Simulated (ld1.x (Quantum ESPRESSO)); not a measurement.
Building the PAW potential for Mg (Z = 12) (PBEsol, scalar-relativistic).

The input file (ld1.x (Quantum ESPRESSO) 7.5):

```
&input
   title='Mg', zed=12., rel=1, dft='PBESOL', iswitch=3,
   config='[Ne] 3s1 3p0',
   nld=2, rlderiv=1.50, eminld=-9.0, emaxld=5.0, deld=0.04
 /
 &inputp
   pseudotype=3, lpaw=.true., tm=.true., lloc=-1, rcloc=1.35,
   nlcc=.false.,
   which_augfun='BESSEL', rmatch_augfun=0.90,
   file_pseudopw='Mg.UPF', file_wfcaegen='ae.wfc', file_wfcncgen='nc.wfc', file_beta='beta', file_chi='chi', file_wfcusgen='us.wfc'
 /
4
2S  1  0   2.00   0.00  0.95  1.20  0.0
3S  2  0   1.00   0.00  0.95  1.20  0.0
2P  2  1   6.00   0.00  1.15  1.35  0.0
3P  3  1   0.00   0.00  1.15  1.35  0.0
 &test
   configts(1)='2s2 2p6 3s1 3p0'
 /
```

Command:

```bash
ld1.x < Mg.in > Mg.out
```

Output (shortened: banner, matrices, multipoles, cross overlaps and the repeated all-electron block are left out):

```
Program LD1 v.7.5
     --------------------------- All-electron run ----------------------------

     Mg
     scalar relativistic calculation

     atomic number is 12.00
     dft =PBESOL   lsd =0 sic =0 latt =0  beta=0.20 tr2=1.0E-14
     Exchange-correlation= PBESOL
                           (   1   4  10   8   0   0   0)
     mesh =1129 r(mesh) = 100.99726 a.u. xmin = -7.00 dx = 0.01250
     1 Ry =  13.60569312 eV, c = 137.03599908

     n l     nl                  e(Ry)          e(Ha)          e(eV)
     1 0     1S 1( 2.00)       -93.0377       -46.5188     -1265.8423
     2 0     2S 1( 2.00)        -6.5161        -3.2580       -88.6561
     2 1     2P 1( 6.00)        -4.0867        -2.0434       -55.6026
     3 0     3S 1( 1.00)        -0.8313        -0.4156       -11.3099
     3 1     3P 1( 0.00)        -0.5152        -0.2576        -7.0103

     final scf error:  6.7E-15 reached in  28 iterations

     Etot =    -399.099104 Ry,    -199.549552 Ha,   -5430.019940 eV

     Ekin =     399.483478 Ry,     199.741739 Ha,    5435.249616 eV
     Encl =    -951.347471 Ry,    -475.673735 Ha,  -12943.741738 eV
     Eh   =     184.150127 Ry,      92.075064 Ha,    2505.490122 eV
     Exc  =     -31.385240 Ry,     -15.692620 Ha,    -427.017939 eV

     normalization and overlap integrals

     s(1S/1S) =  1.000000  <r> =   0.1308  <r2> =    0.0231  r(max) =   0.0854
     s(2S/2S) =  1.000000  <r> =   0.6976  <r2> =    0.5860  r(max) =   0.5502
     s(2P/2P) =  1.000000  <r> =   0.6879  <r2> =    0.6074  r(max) =   0.4796
     s(3S/3S) =  1.000000  <r> =   2.8032  <r2> =    9.0627  r(max) =   2.3752
     s(3P/3P) =  1.000000  <r> =   3.4973  <r2> =   14.2160  r(max) =   2.9376

     ------------------------ End of All-electron run ------------------------

     --------------------- Generating PAW atomic setup --------------------

      Generating local potential from pseudized AE potential:
      Matching radius rcloc =   1.3500

      Local pseudo, rcloc= 1.337 Estimated cut-off energy=    13.15 Ry

      Computing core charge for PAW:

       r > 0.19 : true rho core
       r < 0.19 : rho core = a sin(br)/r    a=  47.18  b=  13.08

      Integrated core pseudo-charge :   1.09
      Wfc-us  2S rcutus= 1.209  Estimated cut-off energy=    36.04 Ry
      Wfc-us  3S rcutus= 1.209  Estimated cut-off energy=    75.34 Ry
      Wfc-us  2P rcutus= 1.337  Estimated cut-off energy=    46.55 Ry
      Wfc-us  3P rcutus= 1.337  Estimated cut-off energy=    90.33 Ry

     Required augmentation: BESSEL   radius:    0.900000
     Suggested rho cutoff for augmentation:  66.21 Ry

     Estimated PAW energy = -139.814884 Ryd

     ------------------- End of pseudopotential generation -------------------

     Computing logarithmic derivative in   1.50511
     Computing logarithmic derivative in   1.50511
     Computing the partial wave expansion
     R is outside the sphere for l=    0 j= 0.00
     R is outside the sphere for l=    0 j= 0.00
     R is outside the sphere for l=    1 j= 0.00
     R is outside the sphere for l=    1 j= 0.00

     ---------------------- Testing the pseudopotential ----------------------

     Mg
     scalar relativistic calculation

     atomic number is 12.00   valence charge is 10.00
     dft = SLA  PW   PSX  PSC   lsd =0 sic =0 latt =0  beta=0.20 tr2=1.0E-14
     mesh =1129 r(mesh) = 100.99726 xmin = -7.00 dx = 0.01250

     n l     nl             e AE (Ry)        e PS (Ry)    De AE-PS (Ry)
     1 0     2S   1( 2.00)       -6.51610       -6.51606       -0.00004
     2 1     2P   1( 6.00)       -4.08671       -4.08667       -0.00004
     2 0     3S   1( 1.00)       -0.83126       -0.83125       -0.00001
     3 1     3P   1( 0.00)       -0.51525       -0.51524       -0.00001

     eps = 7.5E-16  iter =  6

     Etot =    -399.099104 Ry,    -199.549552 Ha,   -5430.019940 eV
     Etotps =  -139.814871 Ry,     -69.907436 Ha,   -1902.278233 eV

     Ekin =     130.227471 Ry,      65.113736 Ha,    1771.835009 eV
     Encl =    -331.107495 Ry,    -165.553748 Ha,   -4504.946973 eV
     Ehrt =      92.450456 Ry,      46.225228 Ha,    1257.852539 eV
     Ecxc =     -31.385304 Ry,     -15.692652 Ha,    -427.018808 eV

     ---------------------- End of pseudopotential test ----------------------
```

Generation and configuration tests took about 1.1 s on one core of a shared server CPU.

Transferability test of the new file with ld1.x, input:

```
&input
   title='Mg', zed=12., rel=1, dft='PBESOL', iswitch=2,
   config='[Ne] 3s1 3p0'
 /
 &test
   file_pseudo='Mg.UPF', nconf=8,
   configts(1)='2s2 2p6 3s1 3p0',
   configts(2)='2s2 2p6 3s2 3p0',
   configts(3)='2s2 2p6 3s0 3p0',
   configts(4)='2s2 2p6 3s1.5 3p0',
   configts(5)='2s2 2p6 3s1 3p1',
   configts(6)='2s2 2p5 3s2 3p0',
   configts(7)='2s1 2p6 3s2 3p0',
   configts(8)='2s2 2p6 3s0 3p1'
 /
```

```bash
ld1.x < Mg.test.in > Mg.test.out
```

Pseudopotential blocks of its output, shortened (energy terms left out; the distinct warnings before each block abridged to one line each):

```
     ---------------------- Testing the pseudopotential ----------------------

     n l     nl             e AE (Ry)        e PS (Ry)    De AE-PS (Ry)
     1 0     2S   1( 2.00)       -6.51610       -6.51606       -0.00004
     2 1     2P   1( 6.00)       -4.08671       -4.08667       -0.00004
     2 0     3S   1( 1.00)       -0.83126       -0.83125       -0.00001
     3 1     3P   1( 0.00)       -0.51525       -0.51524       -0.00001

     eps = 2.7E-16  iter =  6

     Etot =    -399.099104 Ry,    -199.549552 Ha,   -5430.019939 eV
     Etotps =  -139.814870 Ry,     -69.907435 Ha,   -1902.278218 eV

     ---------------------- End of pseudopotential test ----------------------

          Warning: n=2, l=1 expected 0 nodes, found 1
     ---------------------- Testing the pseudopotential ----------------------

     n l     nl             e AE (Ry)        e PS (Ry)    De AE-PS (Ry)
     1 0     2S   1( 2.00)       -5.85000       -5.85005        0.00004
     2 1     2P   1( 6.00)       -3.42144       -3.42149        0.00005
     2 0     3S   1( 2.00)       -0.34392       -0.34392        0.00000
     3 1     3P   1( 0.00)       -0.09594       -0.09594       -0.00001

     eps = 5.6E-15  iter = 10

     Etot =    -399.681241 Ry,    -199.840621 Ha,   -5437.940313 eV
     Etotps =  -140.397019 Ry,     -70.198510 Ha,   -1910.198757 eV
     dEtot_ae =      -0.582137 Ry
     dEtot_ps =      -0.582149 Ry,   Delta E=       0.000012 Ry

     ---------------------- End of pseudopotential test ----------------------

          BEWARE! Errors in PS-KS equations
     Warning: n=1, l=0 expected 0 nodes, found 1
     Warning: n=2, l=0 expected 1 nodes, found 3
     Warning: n=3, l=1 expected 1 nodes, found 3
     ---------------------- Testing the pseudopotential ----------------------

     n l     nl             e AE (Ry)        e PS (Ry)    De AE-PS (Ry)
     1 0     2S   1( 2.00)       -7.32461       -7.33164        0.00702  !
     2 1     2P   1( 6.00)       -4.89325       -4.89325        0.00000
     2 0     3S   1( 0.00)       -1.32584       -1.32584        0.00000
     3 1     3P   1( 0.00)       -0.93494       -0.93494        0.00000

     eps = 1.3E-18  iter =  4

     Etot =    -398.010118 Ry,    -199.005059 Ha,   -5415.203532 eV
     Etotps =   -57.659857 Ry,     -28.829928 Ha,    -784.502319 eV
     dEtot_ae =       1.088986 Ry
     dEtot_ps =      82.155013 Ry,   Delta E=     -81.066027 Ry

     ---------------------- End of pseudopotential test ----------------------

          ---------------------- Testing the pseudopotential ----------------------

     n l     nl             e AE (Ry)        e PS (Ry)    De AE-PS (Ry)
     1 0     2S   1( 2.00)       -6.16301       -6.16302        0.00000
     2 1     2P   1( 6.00)       -3.73412       -3.73413        0.00001
     2 0     3S   1( 1.50)       -0.57941       -0.57940       -0.00000
     3 1     3P   1( 0.00)       -0.29523       -0.29522       -0.00001

     eps = 4.4E-15  iter =  9

     Etot =    -399.451277 Ry,    -199.725638 Ha,   -5434.811491 eV
     Etotps =  -140.167051 Ry,     -70.083526 Ha,   -1907.069885 eV
     dEtot_ae =      -0.352173 Ry
     dEtot_ps =      -0.352181 Ry,   Delta E=       0.000009 Ry

     ---------------------- End of pseudopotential test ----------------------

          ---------------------- Testing the pseudopotential ----------------------

     n l     nl             e AE (Ry)        e PS (Ry)    De AE-PS (Ry)
     1 0     2S   1( 2.00)       -6.00295       -6.00281       -0.00014
     2 1     2P   1( 6.00)       -3.57327       -3.57308       -0.00019
     2 0     3S   1( 1.00)       -0.41340       -0.41340       -0.00000
     3 1     3P   1( 1.00)       -0.15111       -0.15111       -0.00000

     eps = 2.6E-15  iter = 10

     Etot =    -399.425888 Ry,    -199.712944 Ha,   -5434.466055 eV
     Etotps =  -140.141654 Ry,     -70.070827 Ha,   -1906.724343 eV
     dEtot_ae =      -0.326783 Ry
     dEtot_ps =      -0.326784 Ry,   Delta E=       0.000001 Ry

     ---------------------- End of pseudopotential test ----------------------

          BEWARE! Errors in PS-KS equations
     ---------------------- Testing the pseudopotential ----------------------

     n l     nl             e AE (Ry)        e PS (Ry)    De AE-PS (Ry)
     1 0     2S   1( 2.00)       -7.62589      -10.16477        2.53888  !
     2 1     2P   1( 5.00)       -5.22638       -5.22638        0.00000
     2 0     3S   1( 2.00)       -1.04136       -1.05527        0.01391  !
     3 1     3P   1( 0.00)       -0.65865       -0.65865        0.00000

     eps = 2.0E-24  iter =  6

     Etot =    -395.384873 Ry,    -197.692436 Ha,   -5379.485244 eV
     Etotps =   -62.209041 Ry,     -31.104520 Ha,    -846.397118 eV
     dEtot_ae =       3.714232 Ry
     dEtot_ps =      77.605829 Ry,   Delta E=     -73.891598 Ry

     ---------------------- End of pseudopotential test ----------------------

          BEWARE! Errors in PS-KS equations
     ---------------------- Testing the pseudopotential ----------------------

     n l     nl             e AE (Ry)        e PS (Ry)    De AE-PS (Ry)
     1 0     2S   1( 1.00)       -7.59786       -7.78332        0.18546  !
     2 1     2P   1( 6.00)       -5.18456       -5.18456        0.00000
     2 0     3S   1( 2.00)       -1.04126       -1.05474        0.01349  !
     3 1     3P   1( 0.00)       -0.65744       -0.65744        0.00000

     eps = 2.1E-21  iter =  4

     Etot =    -392.978338 Ry,    -196.489169 Ha,   -5346.742668 eV
     Etotps =   -54.637239 Ry,     -27.318619 Ha,    -743.377504 eV
     dEtot_ae =       6.120767 Ry
     dEtot_ps =      85.177631 Ry,   Delta E=     -79.056865 Ry

     ---------------------- End of pseudopotential test ----------------------

          ---------------------- Testing the pseudopotential ----------------------

     n l     nl             e AE (Ry)        e PS (Ry)    De AE-PS (Ry)
     1 0     2S   1( 2.00)       -6.65123       -6.65093       -0.00030
     2 1     2P   1( 6.00)       -4.22024       -4.21986       -0.00038
     2 0     3S   1( 0.00)       -0.88680       -0.88679       -0.00002
     3 1     3P   1( 1.00)       -0.56924       -0.56922       -0.00001

     eps = 2.2E-15  iter =  8

     Etot =    -398.782360 Ry,    -199.391180 Ha,   -5425.710413 eV
     Etotps =  -139.498126 Ry,     -69.749063 Ha,   -1897.968698 eV
     dEtot_ae =       0.316744 Ry
     dEtot_ps =       0.316744 Ry,   Delta E=       0.000001 Ry

     ---------------------- End of pseudopotential test ----------------------
```
